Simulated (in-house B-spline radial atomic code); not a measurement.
# The selenium ion Se⁶⁺: [Ar] 3d10

All numbers are computed (Dirac-Kohn-Sham B97-1, spherical fractional occupations; Fermi nucleus of rms radius 4.14 fm) with a radial B-spline atomic code at the basis-set limit, not measured.

Effective charges: Z_r = [3n² - l(l+1)]/(2<r>) from the radius, Z_e = n√(-2ε) from the energy, and Slater's rules. Values are occupation-weighted means over j. An effective charge above Z reflects the relativistic contraction of the inner shells.

| shell | electrons | ε (eV) | <r> (bohr) | Z_r | Z_e | Slater |
| --- | --- | --- | --- | --- | --- | --- |
| 1s | 2 | -12642 | 0.04408 | 34.03 | 30.48 | 33.70 |
| 2s | 2 | -1714.4 | 0.1955 | 30.68 | 22.45 | 29.85 |
| 2p | 6 | -1518 | 0.171 | 29.24 | 21.13 | 29.85 |
| 3s | 2 | -308.53 | 0.5721 | 23.60 | 14.29 | 22.75 |
| 3p | 6 | -246.57 | 0.5861 | 21.33 | 12.77 | 22.75 |
| 3d | 10 | -143.85 | 0.613 | 17.13 | 9.75 | 12.85 |

The least bound orbital is 3d5/2 at -143.5 eV, and it is also the most diffuse (<r> = 0.6146 bohr).

Spin-orbit splittings of the orbital energies (j = l + 1/2 above j = l - 1/2 when positive): 2p 41.86 eV, 3p 5.997 eV, 3d 0.9355 eV.

For the 1s electron the small component carries 1.52 % of the norm, the zero-frequency Breit interaction raises the level by 19.63 eV, self-energy by 10.32 eV, and vacuum polarisation lowers it by 1.034 eV.

The density falls to 0.001 bohr⁻³ at 2.017 bohr; Σ<r²> = 8.1012 bohr² gives, by the non-relativistic formula and without the paramagnetism of open shells, a Langevin diamagnetic susceptibility of -6.416×10⁻⁶ cm³/mol.
